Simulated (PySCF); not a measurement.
**Working with the constants of SnN**

ROHF-CCSD(T) constants of SnN, ²Π (doublet), unpaired electrons π ↑ (basis Sn cc-pVTZ-PP with ECP28, N cc-pVTZ; scalar-relativistic core potentials; PySCF 2.14; masses 119.9022 and 14.0031 u):

* ωe: 679.2 cm⁻¹
* ωexe: 4.48 cm⁻¹
* Be: 0.34372 cm⁻¹
* αe: 0.00262 cm⁻¹
* De to Sn + N: 2.43 eV

Task: What force constant and bond length do these constants imply?

Result: Reduced mass μred = 12.539 u; k = 5.8918×10⁻⁷·μred·ωe² (u, cm⁻¹, mdyn/Å) = 3.41 mdyn/Å; Re = √(16.8576/(μred·Be)) (u, cm⁻¹, Å) = 1.978 Å.

Task: Estimate the centrifugal constant D from the Kratzer relation and find the Dunham coefficient a1.

Result: D = 4Be³/ωe² = 3.52e-07 cm⁻¹; a1 = −1 − αeωe/(6Be²) = -3.51.

Correlated steps freeze 5 core orbitals. These are scalar-relativistic numbers at best; spin–orbit coupling would shift them, the dissociation energy most. The state was picked by a PBE0 search and need not be the measured ground state.
